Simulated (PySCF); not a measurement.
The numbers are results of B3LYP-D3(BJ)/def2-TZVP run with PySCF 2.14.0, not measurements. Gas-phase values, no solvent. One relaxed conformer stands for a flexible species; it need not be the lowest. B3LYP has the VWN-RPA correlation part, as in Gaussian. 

Reference species (SMILES): `C(O)#CN` (neutral, multiplicity 1).

- HOMO: -5.91 eV
- HOMO–LUMO gap: 6.23 eV

Changed species: `C=NC=O` (C–N–C–O torsion 67°).

Question: What does the change do to the HOMO and HOMO–LUMO gap?

Answer: the HOMO falls by 1.61 eV, to -7.52 eV; the HOMO–LUMO gap decreases by 0.56 eV, to 5.67 eV.
